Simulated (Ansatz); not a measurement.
# Two structures, one formula

The two ends of one reaction step of CH₃BrI (charge -1), singlet (PBE0-D4/def2-TZVPD).

A:

```json
{"atom": "I1", "x (Å)": "0.6511", "y (Å)": "-2.3046", "z (Å)": "1.9356"}
{"atom": "C2", "x (Å)": "-0.0887", "y (Å)": "0.3141", "z (Å)": "-0.2637"}
{"atom": "Br3", "x (Å)": "-0.5056", "y (Å)": "1.7899", "z (Å)": "-1.5033"}
{"atom": "H4", "x (Å)": "-0.8733", "y (Å)": "0.2778", "z (Å)": "0.4823"}
{"atom": "H5", "x (Å)": "0.8721", "y (Å)": "0.5252", "z (Å)": "0.1898"}
{"atom": "H6", "x (Å)": "-0.0555", "y (Å)": "-0.6022", "z (Å)": "-0.8406"}
```

B:

I1  (0.531, -1.879, 1.578)
C2  (0.070, -0.246, 0.207)
Br3  (-0.607, 2.150, -1.806)
H4  (-0.854, 0.203, 0.547)
H5  (0.896, 0.451, 0.254)
H6  (-0.034, -0.679, -0.780)
(Å)

Ansatz 0.2.0; basis: def2-TZVPPD; cores frozen in the correlated methods. Filled d shells of the heavier atoms are correlated. Core potentials replace the inner electrons of the atoms past krypton. The def2 sets are not built for correlating such inner shells, so the correlated values are less sure here. B3LYP uses VWN-RPA correlation.

(1) Which structure is lower at CCSD(T), and by how much? (To be estimated.)

The T1 diagnostic stays at or below 0.009.

Results:

(1) By the calculation: A, by 19.8 kJ/mol (electronic energy, against the other). By their contacts, A is a complex of CH₃Br ([CH3][Br]) + I, total charge -1 and B is a complex of CH₃I ([CH3][I]) + Br, total charge -1.

All methods give the same order:

```
      method  E(B) − E(A) (kJ/mol)
       SPW92                  17.0
      PBE-D4                  15.1
     BLYP-D4                  11.8
   r2SCAN-D4                  17.6
      B97M-V                  15.0
     PBE0-D4                  20.9
    B3LYP-D4                  17.0
  r2SCAN0-D4                  22.1
    BHLYP-D4                  22.4
CAM-B3LYP-D4                  20.9
     wB97X-V                  23.1
     wB97M-V                  21.9
      B2PLYP                  19.3
    PBE-QIDH                  23.5
  RPA on PBE                  18.7
          HF                  31.5
         MP2                  20.6
        CCSD                  22.2
     CCSD(T)                  19.8
```

Labels in which every atom is bracketed show which atoms are joined, not bond orders.

For scale, one of the runs: CCSD(T)/def2-TZVPPD, 204 basis functions, launched by `ansatz run in.yaml --threads 4 --pin off --events-out ev --progress --plain --max-ram 9574MiB`. Hardware: 4 CPU threads of a Oxide Virtual Turin-like, shared host. Wall time 22 s; peak host memory 2 GiB.
